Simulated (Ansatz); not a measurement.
Calculated with Ansatz (gas phase, PBE0-D4/def2-TZVP geometries, no zero-point term in ΔE). CCSD(T)/CBS adds triple-zeta CCSD(T) − MP2 to the extrapolated MP2 energy (def2 sets, frozen cores). DFT in def2-TZVPP. B3LYP here is the variant with VWN-RPA as its local correlation; programs differ in this. Each species was taken in one conformer, which may not be the lowest.

Reaction (redistribution): `C[SiH2]P` + `CCO[SiH2]Cl` → `CC[SiH2]P` + `CO[SiH2]Cl`

```csv
level,ΔE (eV)
ωB97M-V,0.25
B3LYP,0.28
CCSD(T)/def2-TZVPP,0.25
HF/CBS(def2),0.29
```

Problem. What does CCSD(T)/CBS give? (An estimate is asked.)

Solution. Ansatz gave: +0.25 eV. The listed levels differ from it by 0.00, 0.03, 0.00, 0.04 eV.

Largest T1 diagnostic among the species: 0.012.

In def2-TZVPP, CCSD(T) changes the Hartree–Fock value by −0.04 eV (the triples alone add −0.01 eV) and MP2 by −0.04 eV. Leaving LDA and LC-ωPBE aside and taking each functional with its dispersion term where it has one, the values, not all of them listed here, spread over 0.06 eV, from revPBE-D4 to B97M-V. The D4 term adds −0.03 eV with B3LYP and −0.02 eV with PBE0; it sums over pairs of atoms, weighted by their polarisabilities, and B3LYP, whose exchange is more repulsive, gets the larger term.
